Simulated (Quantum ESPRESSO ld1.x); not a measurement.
Values are calculated unless marked as measured or tabulated.
Task: Species: Au47+. Configuration: [Ar] 3d10 4s2 4p2. Level of theory: Dirac Kohn-Sham, PBE, spin-unpolarised, spherical densities, point nucleus; open shells fill j = l - 1/2 first (ld1.x of Quantum ESPRESSO 7.5).

Spin-orbit splittings of the eigenvalues, e(l+1/2) - e(l-1/2), with zeta = 2 splitting/(2l+1) and mean radii in bohr:

| shell | occ. | splitting (eV) | zeta (eV) | <r> j=l-1/2 | <r> j=l+1/2 |
|---|---|---|---|---|---|
| 2p | 6 | 1842 | 1228 | 0.05789 | 0.06640 |
| 3p | 6 | 422.5 | 281.7 | 0.1704 | 0.1850 |
| 3d | 10 | 92.10 | 36.84 | 0.1606 | 0.1650 |
| 4p | 2 | ? | ? | 0.3551 | 0.3759 |

Estimate the 4p splitting.

Result: 141.3 eV (zeta = 94.21 eV).
